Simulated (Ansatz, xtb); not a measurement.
## Relative energy of two isomers of C3H4N2O2

Structure X: `COc1ncno1`, a singlet. Structure Y: `OCc1ncno1`, a singlet. Both are isolated molecules in the gas phase, relaxed with PBE-D3(BJ)/def2-SVP; each stands in its lowest conformer found.

Task: Estimate which is lower in electronic energy at CCSD(T)/def2-SVP + ΔMP2/def2-TZVPP, and by roughly how much.

Result: The CCSD(T)/def2-SVP + ΔMP2/def2-TZVPP calculation puts structure Y lower, by 2.8 kcal/mol.

How the difference moves with the method:

| level | geometry | E(Y) − E(X) (kcal/mol) | departure from the last row (kcal/mol) | job, with rough time for the two |
| --- | --- | --- | --- | --- |
| GFN2-xTB | GFN2-xTB | +10.0 | +12.8 | optimisation, 0.15 s |
| HF/STO-3G | GFN2-xTB | +8.8 | +11.6 | single point, 0.6 s |
| r2SCAN-D4/def2-SVP | GFN2-xTB | +0.8 | +3.6 | single point, 3.5 s |
| PBE-D3(BJ)/def2-SVP | PBE-D3(BJ)/def2-SVP | +0.2 | +3.1 | optimisation, 33 s |
| HF/def2-SVP | PBE-D3(BJ)/def2-SVP | +1.9 | +4.8 | part of the CCSD(T) run |
| MP2/def2-SVP | PBE-D3(BJ)/def2-SVP | −1.8 | +1.0 | part of the CCSD(T) run |
| CCSD(T)/def2-SVP | PBE-D3(BJ)/def2-SVP | −1.0 | +1.8 | single point |
| CCSD(T)/def2-SVP + ΔMP2/def2-TZVPP | PBE-D3(BJ)/def2-SVP | −2.8 |  | single point, 72 s |

As drawn, Y has 1 C–C, 1 O–H in place of 1 C–O, 1 C–H.

GFN2-xTB, HF/STO-3G, r2SCAN-D4/def2-SVP, HF/def2-SVP put the two in the other order. PBE-D3(BJ)/def2-SVP finds them nearly level. The largest departure from CCSD(T)/def2-SVP + ΔMP2/def2-TZVPP is that of GFN2-xTB, 12.8 kcal/mol. The last row adds to CCSD(T) the change of the MP2 difference between the two basis sets, here −1.8 kcal/mol.

With thermal terms from frequencies at re-optimised GFN2-xTB minima (ideal gas, soft modes damped towards free rotors, one conformer each, 298.15 K, 1 atm): the zero-point term adds −0.4 kcal/mol; ΔH is −3.2 and ΔG −3.3 kcal/mol.

The correlated steps freeze 7 core orbitals. Codes used: Ansatz 0.2.0, xtb 6.7.1; the last row on 2 threads of Intel(R) Xeon(R) Processor @ 2.70GHz on a shared host.
